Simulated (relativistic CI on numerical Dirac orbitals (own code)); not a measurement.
## Forbidden lines of Gd⁸⁺

Method of calculation: Dirac-Coulomb-Breit CI, orbitals from a KLI potential per configuration, a model potential for QED, unscaled Slater integrals (own radial code, finite nucleus).

CI space (outside the closed core [Kr] 4d10 5s2): 4f6 5p2, 4f7 6s. The list is cut by size and lacks configurations that can hold low levels.

```
λ vac (Å)             Lower              Upper  Type   A (s⁻¹)  log gf
   2628.5  4f6 5p2 9G_2 [3]  4f6 5p2 7H_3 [25]    M1  3.08e+01   -6.65
   2715.3  4f6 5p2 9G_3 [4]  4f6 5p2 7H_3 [25]    M1  3.70e+01   -6.54
   2721.8  4f6 5p2 9G_3 [4]  4f6 5p2 7H_4 [23]    M1  2.22e+01   -6.65
   2766.4  4f6 5p2 9F_5 [6]  4f6 5p2 7P_4 [29]    M1  2.94e+01   -6.52
   2835.3  4f6 5p2 9F_4 [5]  4f6 5p2 7H_4 [23]    M1  6.80e+01   -6.13
   2990.9  4f6 5p2 9F_5 [6]  4f6 5p2 7G_6 [24]    M1  3.76e+01   -6.18
   3019.6  4f6 5p2 9F_5 [6]  4f6 5p2 7G_5 [22]    M1  1.02e+02   -5.82
   3062.4  4f6 5p2 9F_4 [5]  4f6 5p2 7F_3 [19]    M1  6.98e+01   -6.16
   3147.4  4f6 5p2 9F_4 [5]  4f6 5p2 9G_5 [17]    M1  4.08e+02   -5.18
   3184.9  4f6 5p2 9G_1 [2]  4f6 5p2 7F_2 [13]    M1  3.33e+01   -6.60
   3254.6  4f6 5p2 9F_6 [7]  4f6 5p2 7G_6 [24]    M1  9.85e+01   -5.69
   3257.2  4f6 5p2 9G_3 [4]  4f6 5p2 9G_4 [15]    M1  3.08e+02   -5.36
   3323.9  4f6 5p2 9F_5 [6]  4f6 5p2 9G_6 [18]    M1  3.98e+02   -5.07
   3348.2  4f6 5p2 9F_5 [6]  4f6 5p2 9G_5 [17]    M1  4.90e+01   -6.04
   3418.7  4f6 5p2 9F_5 [6]  4f6 5p2 7M_6 [16]    M1  1.46e+01   -6.48
   3421.0  4f6 5p2 9F_4 [5]  4f6 5p2 9G_4 [15]    M1  1.27e+02   -5.70
   3425.8  4f6 5p2 9G_3 [4]  4f6 5p2 7F_2 [13]    M1  6.25e+01   -6.26
   3477.8  4f6 5p2 9G_2 [3]  4f6 5p2 9F_3 [12]    M1  2.27e+02   -5.54
   3602.0  4f6 5p2 9G_0 [1]  4f6 5p2 7F_1 [11]    M1  7.19e+01   -6.38
   3631.4  4f6 5p2 9G_3 [4]  4f6 5p2 9F_3 [12]    M1  1.61e+02   -5.65
   3684.4  4f6 5p2 9G_1 [2]  4f6 5p2 7F_1 [11]    M1  3.82e+01   -6.63
   3713.4  4f6 5p2 9G_1 [2]  4f6 5p2 9F_2 [10]    M1  1.64e+02   -5.77
   3836.1  4f6 5p2 9F_4 [5]  4f6 5p2 9F_3 [12]    M1  3.91e+01   -6.22
   3855.4  4f6 5p2 9G_2 [3]  4f6 5p2 9F_2 [10]    M1  1.67e+02   -5.73
   3913.1  4f6 5p2 9G_0 [1]   4f6 5p2 9F_1 [9]    M1  1.05e+02   -6.14
   4010.5  4f6 5p2 9G_1 [2]   4f6 5p2 9F_1 [9]    M1  1.52e+02   -5.96
   4045.0  4f6 5p2 9G_3 [4]  4f6 5p2 9F_2 [10]    M1  6.48e+01   -6.10
   4132.3  4f6 5p2 9F_6 [7]  4f6 5p2 9F_7 [14]    M1  3.81e+02   -4.84
   4176.6  4f6 5p2 9G_2 [3]   4f6 5p2 9F_1 [9]    M1  9.10e+01   -6.15
   4225.2  4f6 5p2 9G_1 [2]   4f6 5p2 5D_0 [8]    M1  1.05e+02   -6.55
```

Terms are leading LS components. Brackets give the number of a level in order of energy, since labels repeat. The list gives strong lines, with weight on those to low levels, among the lowest 200 of 4863 levels, so that lines to higher ones, which can be the strongest, are missing. Levels whose partners in the same complex of configurations lie outside the list can be far off, and so can their lines. Rates are taken at the computed energies, electric ones in the length gauge.

At this charge configurations can still be misplaced by up to about 7 % of their energy. Terms inside the open d or f shell come out 10 to 20 % too wide with unscaled integrals. Levels and lines within the n = 5 or 6 shells can be off by up to 10 % or somewhat more, and those that change n by about 2 %, since core polarisation is missing.

**Question.** From the table, what is the radiative lifetime of 4f6 5p2 9F_3?

**Answer.** The listed rates from this level add up to about 4.27e+02 s⁻¹, 99 % of its decay; with all channels τ = 2.32e-03 s.

LS names give the leading component of a level, which can be under half, so a name can repeat, a term be missing and a line seem to break the LS rules.
